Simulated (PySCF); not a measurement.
BF₃, singlet, geometry from GFN2-xTB.

Here is a job for PySCF.
```python
from pyscf import gto, scf, dft

mol = gto.Mole()
mol.atom = '''
    B    -0.000000    0.000000   -0.000000
    F    -0.006598    1.300362   -0.000881
    F     1.129442   -0.644465    0.003252
    F    -1.122844   -0.655897   -0.002371
'''
mol.basis = '6-31g**'
mol.charge = 0
mol.spin = 0
mol.verbose = 4
mol.build()

mf = dft.RKS(mol)
mf.xc = 'pbe'
mf = mf.density_fit(auxbasis='def2-universal-jkfit')
mf.kernel()
```

Question: What does this run give for the HOMO-LUMO gap, dipole moment, HOMO energy, Mulliken (on the basis functions themselves) charges in atom order?

Answer: 
```json
{
 "HOMO-LUMO gap": "9.74 eV",
 "dipole_moment": "0.00 D",
 "HOMO energy": "-9.30 eV",
 "Mulliken (on the basis functions themselves) charges in atom order": "B1 0.60, F2 -0.20, F3 -0.20, F4 -0.20"
}
```
